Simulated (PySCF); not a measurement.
# Reading the logs of faulty runs: H2O2Si2

All numbers below are calculated, not measured. They come from PySCF 2.14.0, an open-source quantum chemistry program, on an isolated molecule that a program drew, which may never have been made. The molecule is H2O2Si2 (charge 0, singlet), drawn as the SMILES string `O=[Si](O)[SiH]`.

Each row is a Hartree-Fock (HF) and frozen-core CCSD(T) single point in the cc-pV(D+d)Z basis, meant for a local HF minimum. Run 1 is clean. Each other run has one planted mistake out of seven kinds, and not every kind appears here: one electron removed, one electron added, multiplicity raised by two, geometry at a saddle point, minimal basis STO-3G, one bond length entered in bohr, all coordinates scaled. The reference is restricted for singlets and unrestricted otherwise, and also for a bond in bohr. Adding or removing an electron swaps singlet and doublet. Electrons count all cores. HOMO and LUMO are orbital energies over both spins, the gradient is its largest component, and the lowest frequency (negative if imaginary) is given only where the gradient is small. Bond lengths are over the 5 bonds as drawn. T1 is the CCSD diagnostic: over 0.02 (restricted) or 0.045 (unrestricted) a single reference is doubtful.

Geometry of the clean run:
```xyz
6
H2O2Si2, angstrom
O    -0.4667    1.5784   -0.8884
Si    0.5429    0.7943   -0.1107
O     1.3987    1.3848    1.1334
Si    0.9186   -1.4414   -0.8421
H     2.0296    0.8593    1.6020
H    -0.1482   -1.9415    0.1077
```

| run | electrons | basis functions | <S^2> | HOMO (eV) | LUMO (eV) | gradient (hartree/bohr) | lowest frequency (cm^-1) | mean bond (Å) | longest bond (Å) | T1 | HF (hartree) | CCSD(T) (hartree) | mistake |
|---|---|---|---|---|---|---|---|---|---|---|---|---|---|
| 1 | 46 | 84 | 0.000 | -9.56 | -0.59 | 3.3e-05 | 108 | 1.5917 | 2.382 | 0.0229 | -728.75034 | -729.33768 | no fault |
| 2 | 46 | 30 | 0.000 | -5.39 | 5.00 | 7.5e-02 | - | 1.5917 | 2.382 | 0.0237 | -719.90756 | -720.12043 | minimal basis STO-3G |
| 3 | 46 | 84 | 2.014 | -9.06 | -0.92 | 2.8e-02 | - | 1.5917 | 2.382 | 0.0277 | -728.73052 | -729.29926 | multiplicity raised by two |
| 4 | 47 | 84 | 0.768 | -2.14 | 6.88 | 4.7e-02 | - | 1.5917 | 2.382 | 0.0198 | -728.79956 | -729.39072 | one electron added |
| 5 | 45 | 84 | 1.198 | -15.57 | -6.23 | 9.5e-02 | - | 1.5917 | 2.382 | 0.0951 | -728.45257 | -729.00340 | ? |
| 6 | 46 | 84 | 0.000 | -9.29 | -0.32 | 1.8e-01 | - | 1.4453 | 2.163 | 0.0197 | -728.67125 | -729.23945 | ? |

**Which mistake was planted in run 5, and what did it cost?**

It counts 45 electrons, one fewer than the clean run, at the same geometry and basis. So the mistake is: one electron removed. Subtracting run 1 and multiplying by 627.51 kcal/mol a hartree, the energy moved by 186.9 kcal/mol in HF and 209.8 kcal/mol in CCSD(T).

**Which mistake was planted in run 6, and what did it cost?**

The mean and the longest bond both change by the same factor, 0.908, and the gradient is no longer small. So the mistake is: all coordinates scaled. Subtracting run 1 and multiplying by 627.51 kcal/mol a hartree, the energy moved by 49.6 kcal/mol in HF and 61.6 kcal/mol in CCSD(T).

Cautions from the logs. Run 1: T1 is over the limit, so its CCSD(T) energy is less reliable; run 2: T1 is over the limit, so its CCSD(T) energy is less reliable; run 5: T1 is over the limit, so its CCSD(T) energy is less reliable.
